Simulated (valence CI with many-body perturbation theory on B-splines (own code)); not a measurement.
Valence orbitals of Pt54+

Method: configuration interaction combined with many-body perturbation theory (CI+MBPT): six valence electrons over a frozen Dirac-Fock core [Ar], radial functions for each j: 7 s, 7 p, 8 d, 6 f, 4 g, 1 h, with the one-electron correlation potential Σ1, the two-electron term Σ2, the three-electron term Σ3, Breit, model QED; selected CI, second order for the rest, scaled by the run's own slope (own B-spline code, finite nucleus).

No measured spectrum was set against this ion. As an estimate, large intervals hold to a few tenths of a per cent, small ones and those within an open d or f shell to about a per cent. Core correlation moves these levels by up to 18000 cm⁻¹, and in measured spectra 5 to 20 % of such shifts remained as error; rates that hang on mixing are uncertain with them. Among the levels kept, up to 1100 cm⁻¹ of a level comes from second order outside the variational space, and about a tenth of that is noise between levels of different J, which matters for small intervals. The list stops below the first excitations out of the core. Only levels of the ground parity were solved; by the run's estimate the other parity begins above the list, which can be wrong where configurations are misplaced.

These are the spectroscopic orbitals of the CI (the correlating ones are not listed), shaped by the core and the other valence electrons. h is the expectation value of the core's Dirac-Fock operator, without the valence repulsion; Σ1 is computed up to l = 3 at one energy for each symmetry, that of its lowest orbital but kept below the first core excitation, so for empty shells it is not the orbital's own correlation shift; Breit and QED include the response of the core, and the two lowest orbitals of each symmetry also the frequency dependence of Breit exchange, which makes a step in that column.

```
Orbital  h (hartree)  Σ1 (cm⁻¹)  Breit (cm⁻¹)  QED (cm⁻¹)  ⟨r⟩ (bohr)
  4s1/2       -135.2      -8136         18221       14194      0.3501
  5s1/2       -83.15      -3146          8870        7068      0.5694
  6s1/2      -56.278      -1583          4860        3959      0.8450
  4p1/2      -131.75     -10736         28911         837      0.3440
  5p1/2       -81.43      -3928         14386         436      0.5667
  6p1/2      -55.304      -1939          7964         249      0.8457
  4p3/2      -125.49      -9681         16206        1972      0.3629
  5p3/2      -78.374      -3748          8201        1015      0.5899
  6p3/2      -53.586      -1889          5076         580      0.8736
  3d3/2       -224.3     -21678         38290       -2558      0.1575
  4d3/2      -120.89     -10857         14262        -708      0.3410
  5d3/2      -76.121      -4223          6956        -318      0.5762
  3d5/2      -220.58     -19115         20538        -594      0.1615
  4d5/2      -119.47     -10208          7686       -21.1      0.3459
  5d5/2       -75.41      -3916          3730        16.8      0.5823
  4f5/2      -115.26     -26840          2326        -539      0.3077
  5f5/2      -73.458     -10678          1034        -256      0.5493
  4f7/2      -114.72     -20528           230        -243      0.3100
  5f7/2      -73.174      -8154           178        -105      0.5520
  5g7/2      -71.979                      197       -75.6      0.4937
  5g9/2      -71.843                    -31.0        -1.8      0.4951
```

Among the shells of the start configuration 3d6, Σ1 is largest in size for 3d3/2, where it is 0.044 % of h.

Lowest root of each symmetry, sizes in configuration state functions:

```
J  Parity  Roots  Reference  Variational  Second order  Change by selected CI (cm⁻¹)  Change by second order (cm⁻¹)
0    even      5         26        15459        235727                        -37859                             -7
1    even      4         60        31572        701235                        -31712                            -56
2    even      8         86        32324       1164137                        -33386                           -569
3    even      6         88        30497       1158378                        -29937                           -722
4    even      7         77        32068        472854                        -31215                           -886
5    even      2         52        28581         39669                        -31426                           -600
6    even      2         31        29059         25777                        -31181                           -235
```
